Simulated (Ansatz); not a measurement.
Total energies of the cluster GeTe₂⁻ from Ansatz at PBE-D4/def2-TZVPD, gas phase (1 Eh = 27.2114 eV = 2625.5 kJ/mol). The reference geometry is relaxed at r2SCAN-D4/def2-TZVPD.

```csv
atom,x (Å),y (Å),z (Å)
Ge1,0.324,0.582,-0.143
Te2,0.981,-0.455,1.989
Te3,-1.305,-0.127,-1.846
```

| state | geometry | energy (Eh) |
| --- | --- | --- |
| charge -1 doublet | reference | -2612.88825 |
| charge 0 singlet | reference | -2612.78881 |
| charge -1 quartet | relaxed at r2SCAN-D4/def2-TZVPD | -2612.82423 |

In the def2 sets Te takes a core potential; there is no spin–orbit coupling.

Q: Work out the vertical ionisation energy to the singlet.

A: E(charge 0 singlet) − E(charge -1 doublet) = -2612.78881 − (-2612.88825) = 0.09944 Eh = 2.71 eV. For comparison, −ε of the highest occupied level of the spin that leaves is 0.42 eV at this level, 2.29 eV less.

Q: Which of the charge -1 states is lowest, and how far above it are the others?

A: The doublet. quartet: -2612.82423 − (-2612.88825) = 0.06402 Eh = 168.1 kJ/mol.

A triplet lies near this restricted singlet, and broken spin symmetry wasn't tried. At PBE-D4/def2-TZVPD the highest occupied level of the charge -1 quartet lies above zero (up to 1.03 eV). It is a level of α spin, whose loss leaves a triplet; that state wasn't run at this geometry and level. The electron is either unbound and held by the finite basis, or the level is raised by self-interaction error. 

The structure comes from a short search, and lower isomers may exist.
